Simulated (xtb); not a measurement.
In(PH2)3 (H6InP3), SMILES [In]([PH2])([PH2])[PH2]. All values are semi-empirical tight-binding results from xtb (GFN2-xTB unless named), good for trends rather than for accurate numbers. The structure is a stationary point at GFN2-xTB. The values are those of a single conformer.

Optimised geometry:

```xyz
10

In     0.0060     0.0216    -0.0005
P      2.0702    -0.9659    -1.2092
H      2.7563    -0.9622     0.0068
H      2.5084     0.3272    -1.5016
P     -0.5922    -0.8764     2.3490
H     -0.3162    -2.1686     1.8976
H     -1.9268    -0.9897     1.9521
P     -1.4368     1.8678    -1.0913
H     -2.5867     1.1521    -0.7452
H     -1.3471     1.2010    -2.3145
```

For metal compounds this method's bond lengths and energies can be far off.

| Quantity | Result |
|---|---|
| orbital gap | 2.31 eV |
| zero-point energy | 30.0 kcal/mol |
| G − E(el) at 298.15 K (modified RRHO) | 5.8 kcal/mol |

Question: Give the atomic charges and the Wiberg bond orders between heavy atoms. (Estimate from the structure and the level; the computed values follow.)

Answer: charges (e) In1 0.08, P2 -0.13, H3 0.05, H4 0.05, P5 -0.14, H6 0.06, H7 0.05, P8 -0.13, H9 0.05, H10 0.06. Bond orders In1–P2 0.80, In1–P5 0.79, In1–P8 0.80.
